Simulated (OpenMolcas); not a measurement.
A calculation on Xe²⁺.

* Program: OpenMolcas 26.06
* Method: SS-CASPT2, IPEA 0.25 Eh, imaginary shift 0.1 Eh (closed shells correlated: 4d 5s)
* Basis: ANO-RCC-VQZP [8s7p5d3f2g]
* Scalar Hamiltonian: DKH2, point nucleus
* Active space: 4 electrons in 3 orbitals (5p)
* State averaging: 2S+1 = 3 even, 3 roots; 2S+1 = 1 even, 6 roots
* Spin-orbit coupling: state interaction with AMFI integrals over the reference wave functions, term energies averaged over their components

Which level of the active space comes out lowest?

5s2 5p4 3P2, with 90 % of that term; it is also the measured ground level.

How high does 5s2 5p4 1D2 lie?

16630 cm-1 above the lowest level; measured 17099 cm-1 above the ground level, so the calculation is off by -3 %.

How high does 5s2 5p4 1S0 lie?

35200 cm-1 above the lowest level; measured 36103 cm-1 above the ground level, so the calculation is off by -3 %.

How high does 5s2 5p4 3P1 lie?

8910 cm-1 above the lowest level; measured 9794 cm-1 above the ground level, so the calculation is off by -9 %.

The level at 0.0 cm-1 has J = 2. What is it made of, and what is its g factor?

90 % 5s2 5p4 3P2, 10 % 5s2 5p4 1D; g = 1.449, against 1.501 from Landé's formula for the pure leading term.

Measured values: Saloman, J. Phys. Chem. Ref. Data 33, 765 (2004).

CASPT2 does not keep the components of a term degenerate, so their means are used; among the terms shown or strongly mixed into the levels shown the widest spread is 170 cm-1 (5s2 5p4 1D). With the s shell closed, the reference lacks s² → p² mixing. Computed and measured levels are paired by configuration, term and J; levels that our copy of the source lacks, or whose pairing is in doubt (as where it misses far off the trend of its configuration), stay unpaired and out of the deviations. Only configurations of the active space appear.
